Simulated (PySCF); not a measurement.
Deuteron quadrupole couplings in `C=Cc1nnc(C)s1`

Compound: C5H6N2S.
Cartesian coordinates in Å at the GFN2-xTB level; atoms count from 1:
```
atom  x, y, z in Å
C1    -3.2192    0.0956   -0.1378
C2    -2.1442   -0.3512    0.5035
C3    -0.8033   -0.0981    0.0461
N4    -0.4757    0.5706   -1.0074
N5     0.8232    0.6635   -1.2145
C6     1.5513    0.0739   -0.3346
C7     3.0284    0.0367   -0.3481
S8     0.6029   -0.7064    0.9224
H9    -4.2131   -0.1053    0.2220
H10   -3.1200    0.6740   -1.0397
H11   -2.2268   -0.9333    1.4108
H12    3.4264    0.4902    0.5590
H13    3.3802   -0.9933   -0.3932
H14    3.3891    0.5826   -1.2157
```

Level: PBE0/pcSseg-1 (PySCF, non-relativistic); Q(2H) = 0.00286 b; rigid geometry, the same for H and D, with no vibrational averaging.

Task: Rank these positions by the coupling χzz of a deuteron there, largest first.
A. H10 (vinylic hydrogen)
B. H9 (vinylic hydrogen)
C. H13 (methyl hydrogen)
D. H11 (vinylic hydrogen)

Result: B (226 kHz), A (222 kHz), D (216 kHz), C (207 kHz).

Task: What are Vzz, η and χzz (234.96 MHz × Q × Vzz) at all hydrogens?

Result: 
```
atom  bonded to  bond length (Å)  Vzz (au)     η  χzz (kHz)
  H9         C1            1.076    0.3370  0.04        226
 H10         C1            1.076    0.3307  0.03        222
 H11         C2            1.081    0.3219  0.09        216
 H12         C7            1.089    0.3083  0.04        207
 H13         C7            1.089    0.3083  0.04        207
 H14         C7            1.087    0.3114  0.02        209
```

Task: A static deuteron (I = 1) shows a doublet split by (3/2)χ, (3/4)χ(1 + η) and (3/4)χ(1 − η) with the field along z, y and x of the gradient. What are these for H9?

Result: With |χ| = 226.4 kHz and η = 0.035: 340, 176 and 164 kHz, to first order and without motion.

Isolated species at its GFN2-xTB geometry (one conformer only). GFN2-xTB bond lengths can be off by several hundredths of an ångström, more for odd bonds, and the gradients follow them. A larger basis could move these couplings by a tenth or more.
